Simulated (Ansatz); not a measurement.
Ansatz results at the PBE0-D4/def2-TZVP geometry: size of the dipole moment (ωB97M-V/def2-TZVPP) 0.96 D; HOMO–LUMO gap (PBE/def2-TZVPP) 5.51 eV; size of the dipole moment (PBE/def2-TZVPP) 1.02 D.

Each molecule was computed in one conformer, which needn't be the lowest.

(1) Which molecule gave them?
A. `C=CCC[SiH3]`
B. `[CH3][SbH][OH]`
C. `C[SiH2]C1CC1`
D. `C[CH](S)[Zn][F]`

## Answers

(1) A. The others give `[CH3][SbH][OH]`: 1.57, 4.30, 1.39; `C[SiH2]C1CC1`: 0.87, 7.03, 0.90; `C[CH](S)[Zn][F]`: 2.58, 3.79, 2.64.
